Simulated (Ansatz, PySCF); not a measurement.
C3H10FNSi, SMILES CC(C)(F)[SiH2]N. Atoms are numbered in the order given.

```xyz
16

C     -1.5516    -0.6907    -1.2435
C     -0.5761    -0.4686    -0.0995
C     -1.2684    -0.3508     1.2491
F      0.2637    -1.6207    -0.0317
Si     0.6690     0.9590    -0.4215
N      1.8686     1.1261     0.8163
H     -2.2233     0.1753    -1.3559
H     -1.0180    -0.8403    -2.1948
H     -2.1695    -1.5845    -1.0536
H     -1.9478     0.5163     1.2644
H     -1.8581    -1.2588     1.4588
H     -0.5283    -0.2251     2.0544
H     -0.0766     2.2509    -0.4969
H      1.3330     0.6511    -1.7194
H      2.4912     0.3486     1.0162
H      1.6591     1.6473     1.6615
```

Coordinates come from a B3LYP-D3(BJ)/def2-SVP optimisation. The structure was generated by enumeration, and PubChem lists no compound with its InChIKey, so it may never have been made. The values are those of a single conformer.

Two levels are set side by side: PBE-D3(BJ)/def2-SVP (Ansatz, an electronic-structure program) and B3LYP-D3(BJ)/def2-SVP (Ansatz). Each level has its own optimised geometry; the coordinates shown are those of the second. Frequencies come from the Hessian of PySCF at each geometry. Differences are taken from unrounded values.

```json
[
 {"quantity": "mean bond length (Å)", "B3LYP-D3(BJ)": "1.316"},
 {"quantity": "bond C1–C2 (Å)", "B3LYP-D3(BJ)": "1.520"},
 {"quantity": "bond C2–C3 (Å)", "B3LYP-D3(BJ)": "1.521"},
 {"quantity": "bond C2–F4 (Å)", "B3LYP-D3(BJ)": "1.427"},
 {"quantity": "bond C2–Si5 (Å)", "B3LYP-D3(BJ)": "1.921"},
 {"quantity": "bond Si5–N6 (Å)", "B3LYP-D3(BJ)": "1.732"},
 {"quantity": "bond C1–H7 (Å)", "B3LYP-D3(BJ)": "1.102"},
 {"quantity": "bond C1–H8 (Å)", "B3LYP-D3(BJ)": "1.101"},
 {"quantity": "bond C1–H9 (Å)", "B3LYP-D3(BJ)": "1.103"},
 {"quantity": "bond C3–H10 (Å)", "B3LYP-D3(BJ)": "1.102"},
 {"quantity": "bond C3–H11 (Å)", "B3LYP-D3(BJ)": "1.103"},
 {"quantity": "bond C3–H12 (Å)", "B3LYP-D3(BJ)": "1.101"},
 {"quantity": "bond Si5–H13 (Å)", "B3LYP-D3(BJ)": "1.493"},
 {"quantity": "bond Si5–H14 (Å)", "B3LYP-D3(BJ)": "1.490"},
 {"quantity": "bond N6–H15 (Å)", "B3LYP-D3(BJ)": "1.016"},
 {"quantity": "bond N6–H16 (Å)", "B3LYP-D3(BJ)": "1.015"},
 {"quantity": "highest harmonic wavenumber (cm⁻¹)", "B3LYP-D3(BJ)": "3663"},
 {"quantity": "mean harmonic wavenumber (cm⁻¹)", "B3LYP-D3(BJ)": "1334"},
 {"quantity": "zero-point energy (kcal/mol)", "B3LYP-D3(BJ)": "80.07"}
]
```

Question: What does PBE-D3(BJ) give, and how far is it from B3LYP-D3(BJ)? (An estimate is asked for; the answer gives what the named calculation found.)

Answer: 
| quantity | PBE-D3(BJ) | PBE-D3(BJ) minus B3LYP-D3(BJ) |
|---|---|---|
| mean bond length (Å) | 1.325 | 0.008 |
| bond C1–C2 (Å) | 1.521 | 0.002 |
| bond C2–C3 (Å) | 1.522 | 0.002 |
| bond C2–F4 (Å) | 1.435 | 0.007 |
| bond C2–Si5 (Å) | 1.932 | 0.011 |
| bond Si5–N6 (Å) | 1.745 | 0.013 |
| bond C1–H7 (Å) | 1.109 | 0.007 |
| bond C1–H8 (Å) | 1.108 | 0.008 |
| bond C1–H9 (Å) | 1.111 | 0.008 |
| bond C3–H10 (Å) | 1.109 | 0.007 |
| bond C3–H11 (Å) | 1.111 | 0.008 |
| bond C3–H12 (Å) | 1.109 | 0.008 |
| bond Si5–H13 (Å) | 1.507 | 0.014 |
| bond Si5–H14 (Å) | 1.504 | 0.014 |
| bond N6–H15 (Å) | 1.024 | 0.008 |
| bond N6–H16 (Å) | 1.023 | 0.008 |
| highest harmonic wavenumber (cm⁻¹) | 3580 | -82 |
| mean harmonic wavenumber (cm⁻¹) | 1298 | -35 |
| zero-point energy (kcal/mol) | 77.95 | -2.12 |

Exact exchange shortens and stiffens bonds; PBE has none. Differences between two approximate levels are no errors against the true value.
